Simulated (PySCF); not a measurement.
B3LYP has the VWN-RPA correlation part, as in Gaussian. Excitations are Tamm–Dancoff values on a coarser integration grid. The basis has no diffuse functions, so Rydberg states are missing or too high.

Cartesian coordinates (Å):
```xyz
8

C     -1.0354    -0.2393    -0.2088
B      0.2756     0.5845    -0.1724
B      1.7883    -0.1389    -0.2240
O      2.8718    -0.6647    -0.2598
H     -0.9598    -1.2743     0.1236
H     -1.2854    -0.2811    -1.2845
H     -1.8847     0.2529     0.2672
H      0.2310     1.7757    -0.1693
```
Charge 0, multiplicity 1.

Question: Predict the LUMO, T1 excitation (TDA), dipole moment, HOMO and HOMO–LUMO gap from B3LYP-D3(BJ)/def2-TZVP run with PySCF 2.14.0.

Answer: 
```
Item                    Value
-------------------  --------
LUMO                 -2.98 eV
T1 excitation (TDA)   4.46 eV
dipole moment          3.66 D
HOMO                 -9.43 eV
HOMO–LUMO gap         6.44 eV
```
